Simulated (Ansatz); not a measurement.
Stepwise reaction of `CCBCC` with hydrogen sulfide, as a gas-phase model of exchange steps in deposition or etching. ΔE in kJ/mol; ΔG adds harmonic PBE0-D4 terms to CCSD(T)/CBS, at 1 bar.

Calculated with Ansatz (gas phase, PBE0-D4/def2-TZVP geometries, no zero-point term in ΔE). CCSD(T)/CBS adds triple-zeta CCSD(T) − MP2 to the extrapolated MP2 energy (def2 sets, frozen cores). This one scheme is used for every species. DFT in def2-TZVPP. B3LYP here is the variant with VWN-RPA as its local correlation; programs differ in this. Each species was taken in one conformer, which may not be the lowest.

| step | reaction | PBE-D4 | B3LYP-D4 | ωB97M-V | CCSD(T)/CBS | ΔG(600 K) |
| --- | --- | --- | --- | --- | --- | --- |
| 1 | `CCBCC` + H₂S → `CCBS` + `CC` | -103.1 | -99.3 | -95.1 | -97.5 | -83.1 |

**Question.** Give the row of step 2, `CCBS` + H₂S → `SBS` + `CC`. (Estimate.)

**Answer.** Ansatz gave: 
| step | reaction | PBE-D4 | B3LYP-D4 | ωB97M-V | CCSD(T)/CBS | ΔG(600 K) |
| --- | --- | --- | --- | --- | --- | --- |
| 2 | `CCBS` + H₂S → `SBS` + `CC` | -82.1 | -78.8 | -75.1 | -75.9 | -59.1 |

**Question.** By hand: ΔE of the 2 steps together at CCSD(T)/CBS.

**Answer.** (-97.5) + (-75.9) = -173.4 kJ/mol, or -86.7 kJ/mol a step.

In ΔE each step is higher than the one before. All are downhill at CCSD(T)/CBS. ΔG lies between -83.1 and -59.1 kJ/mol a step. PBE-D4 differs from CCSD(T)/CBS by -6.2 to -5.6 kJ/mol a step. Isolated molecules leave out the surface, adducts and barriers. Largest T1 diagnostic: 0.014.
